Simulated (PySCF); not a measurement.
Correlation energy of Au²⁺ (gold, charge +2)

[Xe] 4f14 5d9, 2D determinant. All numbers are calculated (PySCF 2.14, scalar relativity through the core potential, in def2-TZVPPD with the def2 core potential (60 electrons) (6s5p3d2f1g, 59 functions)). Frozen: nothing; 17 electrons correlated.

```json
{"level": "CCSD", "correlation energy (mhartree)": "-451.55"}
{"level": "(T)", "correlation energy (mhartree)": "-11.36"}
{"level": "CCSD(T)", "correlation energy (mhartree)": "-462.91"}
```

Diagnostics: T1 = 0.0061, D1 = 0.0220, largest double amplitude 0.029.

Spin-orbit coupling, absent here, splits the open shell strongly.

Cost of the coupled-cluster step: about 22 core-seconds, for 17 correlated electrons.

The basis has no tight functions for the innermost shells, so their pair energies are far from complete.

This basis was not built for core-valence correlation, so the inner-shell part is incomplete.
